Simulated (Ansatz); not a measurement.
Reaction (cleavage of the Si–Si bond): `C[SiH2][SiH](F)Cl` + `[OH][GeH3]` → `C[SiH2][O][GeH3]` + `F[SiH2]Cl`

Gas-phase electronic energies from Ansatz, PBE0-D4/def2-TZVP geometries. CCSD(T)/CBS adds triple-zeta CCSD(T) − MP2 to the extrapolated MP2 energy (def2 sets, frozen cores). This one scheme is used for every species. Functionals use def2-TZVPP. B3LYP here is the variant with VWN-RPA as its local correlation; programs differ in this. For Ge outer-core shells are correlated without core-valence functions, which leaves a few kJ/mol of doubt a bond. Scalar relativity is left out up to krypton. One conformer a species, not always the lowest.

| level | ΔE (kJ/mol) |
| --- | --- |
| PBE-D4 | -84.8 |
| r2SCAN-D4 | -107.3 |
| PBE0-D4 | -95.0 |
| B3LYP-D4 | -110.3 |
| r2SCAN | -107.8 |
| HF/def2-TZVPP | -142.3 |
| SCS-MP2/def2-TZVPP | -127.7 |
| CCSD(T)/def2-TZVPP | -117.1 |

Question: What does CCSD(T)/CBS give? (Estimate.)

Answer: Computed: -115.1 kJ/mol. The listed levels differ from it by 30.3, 7.8, 20.1, 4.8, 7.3, -27.2, -12.6, -2.0 kJ/mol.

Largest T1 diagnostic among the species: 0.011.

In def2-TZVPP, CCSD(T) changes the Hartree–Fock value by +25.2 kJ/mol (the triples alone add +3.6 kJ/mol) and MP2 by +18.7 kJ/mol. From PBE to PBE0 (25 % exact exchange), in def2-TZVPP and without D4, ΔE moves by −10.1 kJ/mol. The D4 term adds +3.1 kJ/mol with B3LYP and +1.9 kJ/mol with PBE0; it sums over pairs of atoms, weighted by their polarisabilities, and B3LYP, whose exchange is more repulsive, gets the larger term.
